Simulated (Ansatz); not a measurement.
Ansatz results at the PBE0-D4/def2-TZVP geometry: HOMO energy (ωB97M-V/def2-TZVPP) -8.62 eV; LUMO energy (ωB97M-V/def2-TZVPP) 0.79 eV; LUMO energy (B3LYP/def2-TZVPP) -1.24 eV.

Each molecule was computed in one conformer, which needn't be the lowest.

Which molecule gave them?
A. `C=C=C(C)Cl`
B. `BC1=CCO1`
C. `[NH2][GeH]([SH])[TeH]`
D. `[SiH3]C[O][SnH3]`

C. The others give `BC1=CCO1`: -9.27, -0.31, -2.48; `[SiH3]C[O][SnH3]`: -9.84, 0.90, -0.83; `C=C=C(C)Cl`: -9.26, 1.59, -0.79.

B3LYP here is the variant with VWN-RPA as its local correlation; programs differ in this.
